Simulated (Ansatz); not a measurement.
C$_{3}$H$_{8}$Cl$_{3}$GeN (`CC[N](C)[Ge]([Cl])([Cl])[Cl]`), relaxed with RKS PBE0-D4/def2-TZVP in Ansatz 0.2.0 from a PBE-D4/def2-SVP geometry. The force threshold is 0.005 eV/Å; the program also tests the step.

Charge 0, multiplicity 1.

Start:

```xyz
16

C    -1.694   -1.071   -0.733
C    -0.686    0.075   -0.840
N     0.295    0.069    0.251
C    -0.182    0.527    1.549
Ge    2.049    0.326   -0.160
Cl    3.255   -0.289    1.522
Cl    2.533   -0.870   -1.892
Cl    2.598    2.381   -0.625
H    -1.173   -2.049   -0.751
H    -2.406   -1.036   -1.582
H    -2.291   -1.016    0.201
H    -1.220    1.057   -0.872
H    -0.141   -0.017   -1.803
H    -0.563    1.576    1.526
H    -1.005   -0.127    1.910
H     0.631    0.466    2.299
```

Task: How much energy does the relaxation release, and in how many steps? (Estimate.)

Result: Ansatz gave: 8.13 kJ/mol, in 11 steps.

Task: Which bonds change most? (An estimate is asked.)

Result: Ansatz gave: Ge5–Cl6 from 2.159 to 2.127 Å; Ge5–Cl8 from 2.178 to 2.146 Å; Ge5–Cl7 from 2.159 to 2.128 Å; N3–Ge5 from 1.820 to 1.801 Å.

Task: Give the relaxed structure. (Estimate.)

Result: Computed: 
```xyz
16

C    -1.714   -1.026   -0.714
C    -0.656    0.055   -0.835
N     0.316    0.005    0.250
C    -0.177    0.474    1.530
Ge    2.041    0.326   -0.156
Cl    3.270   -0.196    1.500
Cl    2.594   -0.841   -1.848
Cl    2.476    2.371   -0.640
H    -1.250   -2.014   -0.702
H    -2.399   -0.974   -1.564
H    -2.309   -0.916    0.194
H    -1.132    1.046   -0.871
H    -0.129   -0.074   -1.785
H    -0.551    1.506    1.481
H    -0.991   -0.168    1.877
H     0.611    0.428    2.283
```
